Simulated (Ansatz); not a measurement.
Geometry optimisation, RKS PBE-D4/def2-SVP (Ansatz).

input.yaml

```yaml
crystal:
  periodic: [false, false, false]
  atoms:
    - { symbol: Zn, position_ang: [-0.24726, -0.038666, 0.111344] }
    - { symbol: O, position_ang: [-0.368243, 0.292211, 1.86867] }
    - { symbol: H, position_ang: [-0.99351, -0.302933, 2.327861] }
    - { symbol: O, position_ang: [-0.000589, -0.055702, -1.655187] }
    - { symbol: H, position_ang: [0.428669, -0.883537, -1.94086] }
    - { symbol: P, position_ang: [2.970868, -0.842248, 1.193179] }
    - { symbol: H, position_ang: [2.392657, -2.147852, 0.965101] }
    - { symbol: H, position_ang: [2.663301, -0.392637, -0.152356] }
    - { symbol: H, position_ang: [1.755006, -0.321335, 1.752147] }
basis:
  gaussian: { orbitals: def2-SVP }
hamiltonian:
  xc: pbe
  dispersion: d4
relax:
  f_tol: 0.03
  max_steps: 50
```

Run as:

```bash
$ ansatz run input.yaml --threads 2 --pin off --max-ram 3072MiB --backend cpu --events-out ev --progress --plain --runs-dir out
```

Problem. Where does it end, and by what steps?

Solution. The forces met the threshold. After 8 steps the energy has fallen by 0.038 eV; H8 moved furthest, 0.26 Å.

| step | energy less start (eV) | largest force component (eV/Å) | accepted |
| --- | --- | --- | --- |
| 0 | 0.0000 | 0.262 | yes |
| 1 | 0.0415 | 1.742 | no |
| 2 | -0.0155 | 0.256 | yes |
| 3 | -0.0282 | 0.255 | yes |
| 4 | -0.0357 | 0.088 | yes |
| 5 | -0.0339 | 0.297 | no |
| 6 | -0.0376 | 0.068 | yes |
| 7 | -0.0378 | 0.048 | yes |
| 8 | -0.0380 | 0.008 | yes |

```xyz
9
Properties=species:S:1:pos:R:3
Zn -0.163 -0.034 0.170
O -0.491 0.382 1.884
H -0.975 -0.330 2.344
O 0.191 -0.129 -1.583
H 0.605 -0.985 -1.801
P 2.935 -0.871 1.036
H 2.230 -2.105 0.784
H 2.430 -0.280 -0.183
H 1.839 -0.339 1.817
```

Whether the end is a true minimum wasn't checked by a vibrational analysis.

The run took 20 s on 2 threads of Arm Neoverse V1, with other jobs on the host, peak memory 0.14 GiB.
